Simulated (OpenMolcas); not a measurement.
## Fe⁴⁺: effect of the IPEA shift

```yaml
Program: OpenMolcas 26.06
Basis: ANO-L-VTZP [6s5p3d2f1g]
Scalar_Hamiltonian: non-relativistic, point nucleus
Active_space: 4 electrons in 5 orbitals (3d)
State_averaging: 2S+1 = 5 even, 5 roots; 2S+1 = 3 even, 45 roots; 2S+1 = 1 even, 50 roots
Spin-orbit_coupling: state interaction with AMFI integrals over the reference wave functions, term energies averaged over their components
```

Methods on the same reference wave functions:
A. CASSCF
B. MS-CASPT2, IPEA 0.25 Eh, imaginary shift 0.1 Eh (closed shells correlated: 3s 3p)
C. MS-CASPT2, IPEA 0.5 Eh, imaginary shift 0.1 Eh (closed shells correlated: 3s 3p)

Energies in cm-1 above 3d4 5D0, the measured ground level; measured values from Corliss and Sugar, J. Phys. Chem. Ref. Data 11, 135 (1982).

```json
{"Level": "3d4 5D0", "A": "0.0", "B": "0.0", "C": "0.0", "Measured": "0.0"}
{"Level": "3d4 5D1", "A": "155", "B": "158", "C": "158", "Measured": "142"}
{"Level": "3d4 5D2", "A": "457", "B": "463", "C": "463", "Measured": "417"}
{"Level": "3d4 5D3", "A": "890", "B": "898", "C": "897", "Measured": "803"}
{"Level": "3d4 5D4", "A": "1438", "B": "1444", "C": "1444", "Measured": "1283"}
{"Level": "3d4 3H4", "A": "27060", "B": "25540", "C": "25810", "Measured": "24932"}
{"Level": "3d4 3H5", "A": "27386", "B": "25880", "C": "26150", "Measured": "25226"}
{"Level": "3d4 3H6", "A": "27744", "B": "26260", "C": "26530", "Measured": "25528"}
{"Level": "3d4 3P0(1)", "A": "28873", "B": "24500", "C": "24960", "Measured": "24055"}
{"Level": "3d4 3P1(1)", "A": "29786", "B": "25440", "C": "25910", "Measured": "24973"}
{"Level": "3d4 3F2(1)", "A": "31177", "B": "27460", "C": "27920", "Measured": "26761"}
{"Level": "3d4 3F3(1)", "A": "31254", "B": "27550", "C": "28010", "Measured": "26842"}
{"Level": "3d4 3P2(1)", "A": "31384", "B": "27040", "C": "27500", "Measured": "26468"}
{"Level": "3d4 3F4(1)", "A": "31415", "B": "27720", "C": "28180", "Measured": "26974"}
{"Level": "3d4 3G3", "A": "34155", "B": "30690", "C": "31050", "Measured": "29817"}
{"Level": "3d4 3G4", "A": "34539", "B": "31080", "C": "31440", "Measured": "30147"}
{"Level": "3d4 3G5", "A": "34836", "B": "31400", "C": "31760", "Measured": "30430"}
{"Level": "3d4 1I6", "A": "40773", "B": "38710", "C": "38780", "Measured": "37512"}
{"Level": "3d4 1G4(1)", "A": "43053", "B": "38090", "C": "38330", "Measured": "36586"}
{"Level": "3d4 3D3", "A": "44043", "B": "37810", "C": "38350", "Measured": "36630"}
{"Level": "3d4 3D2", "A": "44163", "B": "37940", "C": "38470", "Measured": "36758"}
{"Level": "3d4 3D1", "A": "44312", "B": "38080", "C": "38620", "Measured": "36925"}
{"Level": "3d4 1S0(1)", "A": "49903", "B": "41010", "C": "41630", "Measured": "39633"}
{"Level": "3d4 1D2(1)", "A": "53308", "B": "48140", "C": "48280", "Measured": "46291"}
```

Deviations, from unrounded energies. A percentage is the sum of absolute deviations over the sum of measured energies, with the sign that they share, or ± where signs differ.

| Against measurement | Levels | A | B | C |
| --- | --- | --- | --- | --- |
| mean absolute deviation (cm-1) | 23 | 4200 | 790 | 1100 |
| fine structure of the ground term (%) | 4 | +11.2 | +12.0 | +11.9 |
| other terms of the ground configuration (%) | 19 | +16.3 | +3.0 | +4.3 |

B lies closest to measurement on these levels and A furthest from it. The largest miss of B in the table is 3d4 1D2(1), by +1900 cm-1. The ranking rests on the paired levels alone, and a cruder setting can come out closer through cancelling errors.

Between B and C the level of the table that moves most is 3d4 1S0(1), by 620 cm-1 (lowest in B, highest in C). Moves below CASPT2's spread within the term are not significant.

The mean deviations of B to C differ by less than CASPT2's widest spread within a term (1400 cm-1), so their order carries little weight.

From A to B the spin-free energies of the other terms of 3d4 shown, above 5D, scale by factors of 0.82 to 0.95, as is usual when dynamic correlation screens the repulsion within a d or f shell.

The lowest spin-free term lies below A's lowest term by 0.308 hartree in B, 0.302 hartree in C.

CASPT2 does not keep the components of a term degenerate, so their means are used; among the terms shown or strongly mixed into the levels shown the widest spread is 1400 cm-1 (3d4 1I, C). The CASPT2 spread within a term exceeds the gap to the next term for 3d4 3H and 3d4 3P(1), 3d4 1G(1) and 3d4 3D, 3d4 3D and 3d4 1I, so the order of their levels is uncertain (figures for B; the like holds for C). Without dynamic correlation excited terms often stand tens of per cent too high (terms of higher spin than the ground term too low), and those without a measured partner can miss by more than the paired ones (holds for A). Measured partners are found by configuration, term and J. A level has none where our copy of the source lacks it or the pairing is in doubt (some pairs that miss far off the trend of their configuration count as doubtful), and it then counts in no deviation. Levels of configurations outside the active space are missing. The table leaves out levels that lie high or whose names do not pair safely across all columns.

A number in round brackets counts repeated terms of one configuration in the order of the reference energies.
